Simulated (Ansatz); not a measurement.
# Worked example: the barrier

An elementary step of Si$_{2}$H$_{6}$SO, closed shell (Si₂H₆SO ([OH][SiH]([SiH3])[SH]) → Si₂H₄O ([O][SiH][SiH3]) + H₂S (still joined by a long Si–S bond); bonds formed: S2–H4; bonds broken: O3–H4; bonds weakened to dative contacts: Si1–S2). “Start” is the structure reached by relaxing down from the saddle towards the reactants; PBE0-D4/def2-TZVP structures. The saddle:

```
10
angstrom
Si -0.1264 0.8410 0.0313
S 1.0657 -0.1306 -1.8838
O -1.1859 1.3935 -0.9613
H -0.1507 0.5883 -2.0746
H 0.9553 1.7101 0.5915
Si -0.5282 -1.0413 1.3752
H 1.8127 0.9725 -2.0629
H 0.7498 -1.5291 1.9624
H -1.1302 -2.1179 0.5455
H -1.4622 -0.6865 2.4767
```

Computed with Ansatz 0.2.0 (basis: def2-TZVPP and def2-QZVPP); correlated methods freeze the cores.

Energies in eV:

| quantity | saddle | start |
| --- | --- | --- |
| Hartree–Fock, triple zeta (X = 3) | -28675.20588 | -28678.04149 |
| Hartree–Fock, quadruple zeta (X = 4) | -28676.11769 | -28678.94470 |
| MP2 correlation, X = 3 | -18.80388 | -18.22231 |
| MP2 correlation, X = 4 | -20.29750 | -19.72013 |
| CCSD(T) correlation, X = 3 | -21.03264 | -20.49967 |

**Question.** Work out the barrier at the basis limit: extrapolate Hartree–Fock as E(X) = E∞ + A exp(−7.88 √X) and the MP2 correlation as E(X) = E∞ + B X^−2.97 (the exponents that Neese and Valeev fitted for def2-TZVPP and QZVPP), then add CCSD(T) − MP2 in triple zeta.

**Answer.** Each step is linear, so take the differences first (saddle − start): Hartree–Fock 2.83561 (X = 3) and 2.82701 (X = 4); MP2 correlation -0.58157 and -0.57737; CCSD(T) correlation -0.53297.
Two points give E∞ = E(4) + w [E(4) − E(3)], with w = 1/(exp(7.88 (2 − √3)) − 1) = 0.1377 for Hartree–Fock and w = 1/((4/3)^2.97 − 1) = 0.7407 for the correlation.
Hartree–Fock: 2.82701 + 0.1377 × (-0.00860) = 2.8258 eV.
MP2 correlation: -0.57737 + 0.7407 × 0.00420 = -0.5743 eV.
CCSD(T) − MP2: -0.53297 − (-0.58157) = 0.0486 eV.
Sum: 2.8258 + (-0.5743) + 0.0486 = 2.3001 eV, or 53.04 kcal/mol. Plain CCSD(T) in triple zeta gives 2.3026 eV, so the larger basis shifts the result by -0.0025 eV.

No T1 diagnostic of these runs exceeds 0.018.

Labels in which every atom is bracketed show which atoms are joined, not bond orders.

For scale, one of the runs: CCSD(T)/def2-TZVPP, 241 basis functions, launched by `ansatz run in.yaml --threads 4 --pin off --events-out ev --progress --plain --max-ram 9574MiB`. Time: 64 s of wall clock on 4 CPU threads of an Arm Neoverse V2; the host was shared. Peak host memory: 4.2 GiB.
